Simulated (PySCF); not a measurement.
BH₃N, SMILES [BH]N, multiplicity 2. Atoms are numbered in the order given.

```xyz
5

B      0.2179     0.8296     0.0000
N     -0.0294    -0.5250     0.0000
H     -0.6245     1.6772     0.0000
H     -0.9582    -0.9287     0.0000
H      0.6993    -1.2215     0.0000
```
Charge 0, spin multiplicity 2.

Coordinates come from a r2SCAN-D4/def2-TZVP optimisation. The isomer is the one that the SMILES or the coordinates give; other isomers of the formula were not compared.

All values below come from B3LYP/pcH-1 in PySCF.

Unrestricted Kohn–Sham, ⟨S²⟩ = 0.752. Hyperfine tensors hold the contact and dipolar terms, without spin-orbit corrections.

**Question.** Estimate the hyperfine couplings. (An estimate is asked for; the answer gives what the named calculation found.)

**Answer.** 
| nucleus | A(iso) (MHz) | A(iso) (G) | dipolar principal values (MHz) |
|---|---|---|---|
| 11B no. 1 | 431.3 | 153.9 | -42.2, -38.3, 80.6 |
| 14N no. 2 | 11.4 | 4.1 | -3.7, 0.5, 3.2 |
| 1H no. 3 | 95.0 | 33.9 | -16.6, -3.9, 20.5 |
| 1H no. 4 | 97.2 | 34.7 | -3.9, -2.3, 6.2 |
| 1H no. 5 | 46.8 | 16.7 | -6.4, -5.2, 11.6 |

**Question.** And the g tensor (effective nuclear charges for spin-orbit coupling, GIAO)? (An estimate is asked for; the answer gives what the named calculation found.)

**Answer.** principal values 2.0012, 2.0022, 2.0024; isotropic 2.0019.
